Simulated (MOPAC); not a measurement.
A run for MOPAC: PM6 on FISi (SMILES F[Si]I), a point of a bond scan (R = 5.027 Å).

```
PM6 1SCF PRECISE CHARGE=0 THREADS=1
FISi

Si     0.72542197 1     1.01948837 1     1.18893518 1
F      1.16092642 1     2.16371902 1     0.14351064 1
I     -1.50294067 1    -2.29293397 1    -1.86579134 1
```

Program output:

```
*******************************************************************************
 **                                                                           **
 **                              MOPAC v23.2.5                                **
 **                                                                           **
 *******************************************************************************
 ** MOPAC's Digital Object Identifier: https://doi.org/10.5281/zenodo.6511958 **
 **                                                                           **
 ** Please cite the open-source release paper for use of this MOPAC version:  **
 ** J. E. Moussa and J. J. P. Stewart (2026)                                  **
 ** MOPAC: An open-source semiempirical molecular orbital program             **
 ** J. Open Source Softw., 11(119), 8025, https://doi.org/10.21105/joss.08025 **
 *******************************************************************************

                              PM6 CALCULATION RESULTS

 *******************************************************************************
 *  PM6        - The PM6 Hamiltonian to be used
 *
 *
 *
 *                 CHARGE ON SYSTEM = 0
 *
 *
 *
 *  PRECISE    - TIGHTER CRITERIA TO BE USED
 *  1SCF       - DO 1 SCF AND THEN STOP
 *  THREADS=1  - MULTI-THREADING NOT USED
 *  T=         - A TIME OF 172800.0 SECONDS REQUESTED
 *  DUMP=N     - RESTART FILE WRITTEN EVERY 7200.0 SECONDS REQUESTED
 *******************************************************************************
PM6 1SCF PRECISE CHARGE=0 THREADS=1
 FISi

   ATOM   CHEMICAL          X               Y               Z
  NUMBER   SYMBOL      (ANGSTROMS)     (ANGSTROMS)     (ANGSTROMS)

     1      Si          0.72542197  *   1.01948837  *   1.18893518  *
     2       F          1.16092642  *   2.16371902  *   0.14351064  *
     3       I         -1.50294067  *  -2.29293397  *  -1.86579134  *



          CARTESIAN COORDINATES

    NO.       ATOM           X           Y           Z

     1        Si          0.7254      1.0195      1.1889
     2         F          1.1609      2.1637      0.1435
     3         I         -1.5029     -2.2929     -1.8658

 General Reference for PM6:
 "Optimization of Parameters for Semiempirical Methods V: Modification of NDDO Approximations
 and Application to 70 Elements", J. J. P. Stewart, J. Mol. Mod., 13, 1173-1213 (2007)
 URL: https://link.springer.com/article/10.1007/s00894-007-0233-4

           Empirical Formula: Si F I  =     3 atoms



      MOLECULAR POINT GROUP   :   Cs


      RHF CALCULATION, NO. OF DOUBLY OCCUPIED LEVELS = 9


 -------------------------------------------------------------------------------
 PM6 1SCF PRECISE CHARGE=0 THREADS=1
 FISi



     1SCF WAS SPECIFIED, SO BFGS WAS NOT USED
     SCF FIELD WAS ACHIEVED


                              PM6 CALCULATION
                                                       MOPAC v23.2.5 Linux




          FINAL HEAT OF FORMATION =         32.18349 KCAL/MOL =     134.65574 KJ/MOL


          COSMO AREA              =        142.79 SQUARE ANGSTROMS
          COSMO VOLUME            =        126.36 CUBIC ANGSTROMS

          IONIZATION POTENTIAL    =          6.625134 EV
          HOMO LUMO ENERGIES (EV) =         -6.625 -3.293
          NO. OF FILLED LEVELS    =          9
          MOLECULAR WEIGHT        =        173.9884         POINT GROUP:  Cs

          MOLECULAR DIMENSIONS (Angstroms)

            Atom       Atom       Distance
            I     3    F     2     5.56734
           Si     1    I     3     1.42611
            F     2    I     3     0.00000


          SCF CALCULATIONS        =          1





   ATOM   CHEMICAL          X               Y               Z
  NUMBER   SYMBOL      (ANGSTROMS)     (ANGSTROMS)     (ANGSTROMS)

     1      Si          0.72542197  *   1.01948837  *   1.18893518  *
     2       F          1.16092642  *   2.16371902  *   0.14351064  *
     3       I         -1.50294067  *  -2.29293397  *  -1.86579134  *

                             CARTESIAN COORDINATES

   1   Si        0.725421970     1.019488370     1.188935180
   2    F        1.160926420     2.163719020     0.143510640
   3    I       -1.502940670    -2.292933970    -1.865791340


           Empirical Formula: Si F I  =     3 atoms



      MOLECULAR POINT GROUP   :   Cs


                  EIGENVALUES
 -41.80392 -18.31066 -16.90236 -16.85767 -16.42144 -12.38326  -6.74537  -6.74514
  -6.62513  -3.29258  -3.25361  -2.70653  -1.26842  -1.26809  -0.45930  -0.38399
   1.74087 121.78168 121.85444 121.85779 122.08240 122.08242


              NET ATOMIC CHARGES AND DIPOLE CONTRIBUTIONS

  ATOM NO.   TYPE          CHARGE      No. of ELECS.   s-Pop       p-Pop       d-Pop
    1         Si           1.099753        2.9002     1.94513     0.55166     0.40346
    2          F          -0.329631        7.3296     1.93149     5.39814
    3          I          -0.770122        7.7701     1.99991     5.77017     0.00005
 DIPOLE           X         Y         Z       TOTAL
 POINT-CHG.     7.553    10.441    12.955    18.273
 HYBRID        -0.247    -0.391    -0.260     0.531
 SUM            7.306    10.050    12.695    17.763


          ATOMIC ORBITAL ELECTRON POPULATIONS

     Atom    s        px        py        pz      x^2-y^2     xz        z^2       yz        xy
    1 Si   1.94513   0.12165   0.19201   0.23800   0.06673   0.04914   0.06523   0.15638   0.06598
    2  F   1.93149   1.83511   1.77095   1.79209
    3  I   1.99991   1.95305   1.89514   1.92197   0.00001   0.00001   0.00001   0.00001   0.00001

 **********************
 *                    *
 * JOB ENDED NORMALLY *
 *                    *
 **********************




 == MOPAC DONE ==
```

The run finished.

Cost: around 0.04 core-seconds (rough).
